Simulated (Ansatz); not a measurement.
Mulliken charges of C$_{2}$H$_{3}$BrOSi (`C#CO[SiH2]Br`) from PBE/def2-TZVPP in Ansatz (PBE0-D4/def2-TZVP geometry).

```json
{"atom": "C1", "x (Å)": "-2.205", "y (Å)": "-0.707", "z (Å)": "0.195", "charge (e)": "-0.201"}
{"atom": "C2", "x (Å)": "-1.275", "y (Å)": "0.019", "z (Å)": "-0.014", "charge (e)": "-0.018"}
{"atom": "O3", "x (Å)": "-0.277", "y (Å)": "0.813", "z (Å)": "-0.242", "charge (e)": "-0.223"}
{"atom": "Si4", "x (Å)": "1.290", "y (Å)": "0.242", "z (Å)": "-0.079", "charge (e)": "0.437"}
{"atom": "Br5", "x (Å)": "2.586", "y (Å)": "1.940", "z (Å)": "-0.567", "charge (e)": "-0.148"}
{"atom": "H6", "x (Å)": "-3.040", "y (Å)": "-1.339", "z (Å)": "0.377", "charge (e)": "0.219"}
{"atom": "H7", "x (Å)": "1.507", "y (Å)": "-0.174", "z (Å)": "1.320", "charge (e)": "-0.033"}
{"atom": "H8", "x (Å)": "1.506", "y (Å)": "-0.852", "z (Å)": "-1.046", "charge (e)": "-0.033"}
```

Task: By hand: the dipole of these point charges (1 e Å = 4.8032 D).

Result: Σ q r = (-0.056, -0.480, 0.138) e Å, of length 0.503 e Å = 2.42 D.

Task: How does the dipole of the full density compare? (An estimate is asked.)

Result: Computed: (0.185, -0.185, 0.053) e Å, 1.28 D; the point charges give 1.89 times that, at 50° from its direction.

Point charges leave out the atoms' own dipoles, such as those of lone pairs, and Mulliken's split depends on the basis, so the two needn't agree.
